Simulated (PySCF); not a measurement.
trans-(1R,2R)-2-methoxycyclopropan-1-ol (C4H8O2), SMILES CO[C@@H]1C[C@H]1O.

The structure is a stationary point at B3LYP-D3(BJ)/def2-SVP. Other conformers were not sampled.

The numbers are results of PBE0/def2-TZVP (PySCF), not measurements.

The total energy is -307.39913 hartree, the highest occupied level is -7.10 eV and the lowest empty level is 1.21 eV. The orbital gap is 8.31 eV and the dipole moment is 0.395 e·Å. The quadrupole, principal values (traceless, Buckingham form, about the centre of nuclear charge) is -6.27, -3.10, 9.37 D·Å. The mean static polarisability is 56.0 bohr³ (8.30 Å³). The polarisability, principal values is 49.1, 51.7, 67.3 bohr³.
